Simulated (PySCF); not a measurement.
# [TeF5]+: fields on a plane

All numbers come from PBE0 in PySCF with Te def2-TZVP with ECP28, F def2-TZVP; scalar-relativistic core potentials, no spin–orbit coupling; density-fitted integrals.

The singlet minimum has Te–F 1.797 Å (×3), Te–F 1.806 Å (×2); F–Te–F 90.0° (×6), F–Te–F 120.0° (×3), F–Te–F 180.0°.

The plane holds Te1 at (0.00, 0.00), F2 at (1.81, 0.00), F3 at (-1.81, 0.00), F4 at (0.00, 1.80) Å. Columns run from x = -3.75 to 4.05 Å, rows from y = 4.05 (top) to -1.95 Å, in steps of 0.3 Å. Other isomers or separated fragments may lie lower. Core electrons replaced by a potential are absent, the electrostatic potential uses the reduced nuclear charge, and values within about 0.7 Å of such atoms have no physical meaning.

Problem. Give the electrostatic potential (V) (cut at 20 V). Lower edges of the bins (V): '0' 2.50, '1' 2.60, '2' 2.77, '3' 3.03, '4' 3.44, '5' 4.09, '6' 5.12, '7' 6.76, '8' 9.36, '9' 13.48; top 20.0.

Solution. 
```
012223333444444443333222100
122333344444444444433332210
223334444455555544444333221
233344445555555555444433322
233444555566666655554443322
334445555667887665555444332
334455556679999766555544333
344455566789999876655544433
444555667789999877665554443
444556677899999987766554443
445566778899999988776655443
445567889999999999887655443
445679999999999999999765444
455689999999999999999865544
455689999999999999999865544
445679999999999999999765444
445567889999999999887655443
445566778999999998776655443
444556677889999887766554443
444555667788888877665554443
344455666777777776665544433
```

Problem. Give the electron density (e/Å³) (cut at 5 e/Å³). Every second row and column.

Solution. 
```
0.00 0.00 0.00 0.00 0.00 0.00 0.00 0.00 0.00 0.00 0.00 0.00 0.00 0.00
0.00 0.00 0.00 0.00 0.00 0.00 0.00 0.00 0.00 0.00 0.00 0.00 0.00 0.00
0.00 0.00 0.00 0.00 0.00 0.03 0.11 0.07 0.01 0.00 0.00 0.00 0.00 0.00
0.00 0.00 0.00 0.00 0.02 0.37 3.71 1.48 0.09 0.01 0.00 0.00 0.00 0.00
0.00 0.00 0.00 0.01 0.04 0.80 5.00 4.19 0.16 0.01 0.01 0.00 0.00 0.00
0.00 0.00 0.04 0.15 0.14 0.33 1.34 0.79 0.15 0.16 0.09 0.01 0.00 0.00
0.00 0.02 0.35 4.16 1.75 0.90 5.00 3.93 0.78 4.09 1.54 0.07 0.00 0.00
0.00 0.02 0.66 5.00 3.92 1.69 5.00 5.00 1.31 5.00 3.89 0.11 0.00 0.00
0.00 0.01 0.13 0.76 0.50 0.37 1.48 0.74 0.32 0.80 0.39 0.03 0.00 0.00
0.00 0.00 0.01 0.03 0.04 0.05 0.10 0.08 0.04 0.04 0.02 0.00 0.00 0.00
0.00 0.00 0.00 0.00 0.00 0.01 0.01 0.01 0.01 0.00 0.00 0.00 0.00 0.00
```
